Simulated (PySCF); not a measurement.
Isomers of C2H4S3. All species are isolated molecules in the gas phase. One relaxed conformer stands for each flexible species; it need not be the lowest. Strings in code marks are SMILES.

The numbers are results of ωB97X-D3(BJ)/def2-TZVP // PBE0-D3(BJ)/def2-TZVP in PySCF, not measurements. Delta-SCF ions had no search for a lower state. Excitations are Tamm–Dancoff values on a coarser integration grid. The basis has no diffuse functions, so Rydberg states are missing or too high.

```tsv
species	vertical ionisation energy (Delta-SCF) (eV)	HOMO (eV)	S1–T1 gap (TDA) (eV)	S1 oscillator strength
`C=C(S)SS`	8.84	-9.05	1.07	0.003
`S=CCSS`	8.87	-9.04	0.49	0.001
`S=C(S)CS`	8.85	-9.11	0.39	0.000
`S/C=C/SS`	8.57	-8.73	1.15	0.059
`S/C=C\SS`	8.60	-8.75	1.04	0.039
`SC1SCS1` (H–S–C–S torsion 94°)	9.11	-9.23	0.39	0.000
`SC=C(S)S`	8.22	-8.37	1.34	0.006
```
